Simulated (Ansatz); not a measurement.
Clusters of 6 atoms, halide: PBE0-D4/def2-TZVP single points in Ansatz on relaxed structures, gas phase. Each cluster is the lowest isomer that a short search found in that spin, judged at the geometry's level, and lower ones may exist. Core potentials for Ag, Au, Rb, Tl, no spin–orbit coupling. HOMO and LUMO are taken over both spins. Singlets are spin-restricted. The structures are stationary points that may keep the symmetry of their start. Remarks come from the PBE and PBE0 runs and from stability tests at other levels; not every state was tested. HOMO above LUMO (over both spins in singlets and doublets, within one spin in higher multiplets; at PBE or PBE0), or a gap under 0.15 eV within one spin, warns that the state may not be the lowest or that an electron is smeared out.

```json
{"species": "K3H3⁺", "atoms": "6", "state": "doublet", "geometry": "B3LYP-D4/def2-TZVP", "HOMO (eV)": "-5.89", "LUMO (eV)": "-4.20", "gap (eV)": "1.69", "lowest of the spins relaxed": "–", "point group (within 0.1 Å)": "–", "remarks": "–"}
{"species": "H3Au3", "atoms": "6", "state": "singlet", "geometry": "PBE-D4/def2-TZVP", "HOMO (eV)": "-7.96", "LUMO (eV)": "-3.22", "gap (eV)": "4.74", "lowest of the spins relaxed": "–", "point group (within 0.1 Å)": "C3h", "remarks": "–"}
{"species": "Cu2Br4", "atoms": "6", "state": "singlet", "geometry": "r2SCAN-D4/def2-SVP", "HOMO (eV)": "-7.93", "LUMO (eV)": "-6.45", "gap (eV)": "1.48", "lowest of the spins relaxed": "–", "point group (within 0.1 Å)": "C2h", "remarks": "restricted singlet, untested"}
{"species": "Cu3F3", "atoms": "6", "state": "singlet", "geometry": "r2SCAN-D4/def2-SVP", "HOMO (eV)": "-7.18", "LUMO (eV)": "-1.99", "gap (eV)": "5.19", "lowest of the spins relaxed": "singlet, of singlet/triplet/quintet", "point group (within 0.1 Å)": "D3h", "remarks": "gap within one spin near zero at PBE or PBE0 (triplet)"}
{"species": "Tl3Cl3⁺", "atoms": "6", "state": "doublet", "geometry": "PBE-D4/def2-SVP", "HOMO (eV)": "-11.57", "LUMO (eV)": "-9.37", "gap (eV)": "2.19", "lowest of the spins relaxed": "–", "point group (within 0.1 Å)": "Cs", "remarks": "–"}
{"species": "Na3Cl3⁺", "atoms": "6", "state": "doublet", "geometry": "B3LYP-D4/def2-SVP", "HOMO (eV)": "-11.76", "LUMO (eV)": "-8.36", "gap (eV)": "3.40", "lowest of the spins relaxed": "–", "point group (within 0.1 Å)": "Cs", "remarks": "–"}
{"species": "Li3H3⁺", "atoms": "6", "state": "doublet", "geometry": "PBE0-D4/def2-TZVP", "HOMO (eV)": "-7.77", "LUMO (eV)": "-4.76", "gap (eV)": "3.00", "lowest of the spins relaxed": "–", "point group (within 0.1 Å)": "Cs", "remarks": "–"}
```

Question: Estimate the rows for Rb3F3 (singlet, PBE0-D4/def2-SVP geometry); Ag3H3⁺ (doublet, B3LYP-D4/def2-TZVP geometry); Li3Br3 (singlet, PBE0-D4/def2-SVP geometry).

Answer: 
| species | atoms | state | geometry | HOMO (eV) | LUMO (eV) | gap (eV) | lowest of the spins relaxed | point group (within 0.1 Å) |
| --- | --- | --- | --- | --- | --- | --- | --- | --- |
| Rb3F3 | 6 | singlet | PBE0-D4/def2-SVP | -6.45 | -0.65 | 5.80 | – | Cs |
| Ag3H3⁺ | 6 | doublet | B3LYP-D4/def2-TZVP | -10.48 | -8.07 | 2.41 | – | – |
| Li3Br3 | 6 | singlet | PBE0-D4/def2-SVP | -8.02 | -0.80 | 7.22 | – | D3h |

The gap (eV) runs from 1.48 (Cu2Br4) to 7.22 (Li3Br3).
